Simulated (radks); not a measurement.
Results of a calculation; reference values are marked as such.
The iodine ion I21+, 32 electrons, occupied as [Ar] 3d9.75 4s2 4p2 5s0.25 (fractional occupations, a model configuration).

Level of theory: Dirac Kohn-Sham, LDA (Slater exchange, Perdew-Wang correlation), spin-unpolarised, spherical densities, finite nucleus; open shells fill j = l - 1/2 first; Fermi nuclear charge, rms radius 4.75 fm (a radial shooting solver on a logarithmic mesh with Libxc functionals).

Energy parts (hartree):
total: -6913.94905
kinetic: 7339.65559
electron-nucleus: -16062.91949
Hartree: 1962.93620
exchange-correlation: -153.62134

Orbitals (lengths in bohr, moments of r in powers of bohr; r(max) is where P^2 peaks):
[
 {"orbital": "1s1/2", "occ.": "2", "eigenvalue (hartree)": "-1233.105", "<r^2>": "0.001006", "<r^4>": "2.650e-06", "r(max)": "0.01755"},
 {"orbital": "2s1/2", "occ.": "2", "eigenvalue (hartree)": "-209.8277", "<r^2>": "0.01611", "<r^4>": "0.0004474", "r(max)": "0.09929"},
 {"orbital": "2p1/2", "occ.": "2", "eigenvalue (hartree)": "-198.4830", "<r^2>": "0.01190", "<r^4>": "0.0002850", "r(max)": "0.07609"},
 {"orbital": "2p3/2", "occ.": "4", "eigenvalue (hartree)": "-187.4911", "<r^2>": "0.01318", "<r^4>": "0.0003417", "r(max)": "0.08088"},
 {"orbital": "3s1/2", "occ.": "2", "eigenvalue (hartree)": "-59.30545", "<r^2>": "0.1100", "<r^4>": "0.01826", "r(max)": "0.2841"},
 {"orbital": "3p1/2", "occ.": "2", "eigenvalue (hartree)": "-54.63130", "<r^2>": "0.1042", "<r^4>": "0.01714", "r(max)": "0.2700"},
 {"orbital": "3p3/2", "occ.": "4", "eigenvalue (hartree)": "-52.49401", "<r^2>": "0.1117", "<r^4>": "0.01960", "r(max)": "0.2805"},
 {"orbital": "3d3/2", "occ.": "4", "eigenvalue (hartree)": "-44.32088", "<r^2>": "0.09210", "<r^4>": "0.01517", "r(max)": "0.2263"},
 {"orbital": "3d5/2", "occ.": "5.75", "eigenvalue (hartree)": "-43.86254", "<r^2>": "0.09422", "<r^4>": "0.01580", "r(max)": "0.2292"},
 {"orbital": "4s1/2", "occ.": "2", "eigenvalue (hartree)": "-25.32317", "<r^2>": "0.4864", "<r^4>": "0.3299", "r(max)": "0.6373"},
 {"orbital": "4p1/2", "occ.": "2", "eigenvalue (hartree)": "-23.51821", "<r^2>": "0.5012", "<r^4>": "0.3557", "r(max)": "0.6426"},
 {"orbital": "4p3/2", "occ.": "0", "eigenvalue (hartree)": "-22.92909", "<r^2>": "0.5266", "<r^4>": "0.3916", "r(max)": "0.6606"},
 {"orbital": "5s1/2", "occ.": "0.25", "eigenvalue (hartree)": "-14.00442", "<r^2>": "1.487", "<r^4>": "2.964", "r(max)": "1.178"}
]

The highest occupied level is 5s1/2 at -381.08 eV. The configuration is held as typed, so some empty levels lie below it. The electron density at the nucleus is 2.485e+05 e/bohr^3. Summed over all electrons, <r^2> = 4.243 bohr^2, which gives a Langevin (diamagnetic) susceptibility term of -3.36 x 10^-6 cm^3/mol.
